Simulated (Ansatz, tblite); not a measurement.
Removing an electron: Mo(OH)4 (MoO₄H₄). The state is a triplet with charge 0. Geometry: r2SCAN-D4/def2-SVP. Ansatz, gas phase; energy differences of separate SCF runs; the oxidised species is a doublet (the quartet lies 2.74 eV higher at PBE0-D4/def2-TZVP).

Cartesian coordinates in Å:
```
Mo 0.3189 0.1646 0.0048
O 1.4873 -1.1210 -0.7474
H 1.0259 -1.8628 -1.1774
O 0.4272 1.8496 -0.8138
H -0.1785 2.2354 -1.4623
O -1.1896 -0.9452 -0.4230
H -1.8374 -0.9394 0.3018
O -0.3240 0.1584 1.8070
H 0.2703 0.4605 2.5104
```

In the def2 sets Mo takes a core potential; there is no spin–orbit coupling. The xTB rows come from tblite. Correlated methods freeze 4 core orbitals; core or outer-core shells of Mo are correlated, in sets that lack core-valence functions. The rows differ in basis, and correlated rows in double-zeta sets carry the largest basis error.

Estimate orbital energies and vertical ionisation energies at: GFN1-xTB; GFN2-xTB; HF/def2-SVP; PBE-D4/def2-TZVP; r2SCAN-D4/def2-TZVP; PBE0-D4/def2-TZVP; MP2/def2-SVP; CCSD/def2-SVP; CCSD(T)/def2-SVP.


```json
{"level": "GFN1-xTB", "−HOMO (eV)": "–", "vertical IE (eV)": "11.58", "−LUMO (eV)": "–", "HOMO–LUMO gap (eV)": "–"}
{"level": "GFN2-xTB", "−HOMO (eV)": "–", "vertical IE (eV)": "11.55", "−LUMO (eV)": "–", "HOMO–LUMO gap (eV)": "–"}
{"level": "HF/def2-SVP", "−HOMO (eV)": "–", "vertical IE (eV)": "9.08", "−LUMO (eV)": "–", "HOMO–LUMO gap (eV)": "–"}
{"level": "PBE-D4/def2-TZVP", "−HOMO (eV)": "4.09", "vertical IE (eV)": "7.46", "−LUMO (eV)": "2.65", "HOMO–LUMO gap (eV)": "1.44"}
{"level": "r2SCAN-D4/def2-TZVP", "−HOMO (eV)": "4.55", "vertical IE (eV)": "7.75", "−LUMO (eV)": "2.24", "HOMO–LUMO gap (eV)": "2.31"}
{"level": "PBE0-D4/def2-TZVP", "−HOMO (eV)": "5.88", "vertical IE (eV)": "8.06", "−LUMO (eV)": "1.58", "HOMO–LUMO gap (eV)": "4.30"}
{"level": "MP2/def2-SVP", "−HOMO (eV)": "–", "vertical IE (eV)": "7.23", "−LUMO (eV)": "–", "HOMO–LUMO gap (eV)": "–"}
{"level": "CCSD/def2-SVP", "−HOMO (eV)": "–", "vertical IE (eV)": "8.08", "−LUMO (eV)": "–", "HOMO–LUMO gap (eV)": "–"}
{"level": "CCSD(T)/def2-SVP", "−HOMO (eV)": "–", "vertical IE (eV)": "7.63", "−LUMO (eV)": "–", "HOMO–LUMO gap (eV)": "–"}
```

Relaxing the oxidised species (r2SCAN-D4/def2-SVP) changes its energy by -0.91 eV at PBE-D4/def2-TZVP, so the adiabatic ionisation energy to this nearest minimum is 6.55 eV. At PBE0-D4/def2-TZVP it is 6.93 eV.    HOMO and LUMO are the levels of the spin that leaves or enters (xTB has no such levels and no spin-polarisation term). Other spin states of the ions may lie lower, which would lower the ionisation energy or raise the affinity. Raw xTB energy differences between charge states are shifted by several eV; the methods need an empirical correction for them.
